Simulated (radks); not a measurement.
Results of a calculation; reference values are marked as such.
Question: Si4+, 10 electrons, occupied as [Ne]. Code: a radial shooting solver on a logarithmic mesh with Libxc functionals. Model: non-relativistic Kohn-Sham, r2SCAN, spin-polarised, spherical densities, point nucleus; meta-GGA in the generalised Kohn-Sham scheme. Some entries of the table are withheld. Estimate them.

| orbital | occ. | eigenvalue (hartree) | r(max) (bohr) | <1/r> (bohr^-1) |
|---|---|---|---|---|
| 1s | 2 | (1) | 0.07299 | 13.57 |
| 2s | 2 | -7.18524 | (2) | 2.590 |
| 2p | 6 | -5.52802 | (3) | 2.477 |

Answer: 
(1) 1s eigenvalue (hartree): -67.88554
(2) 2s r(max) (bohr): 0.4544
(3) 2p r(max) (bohr): 0.3876
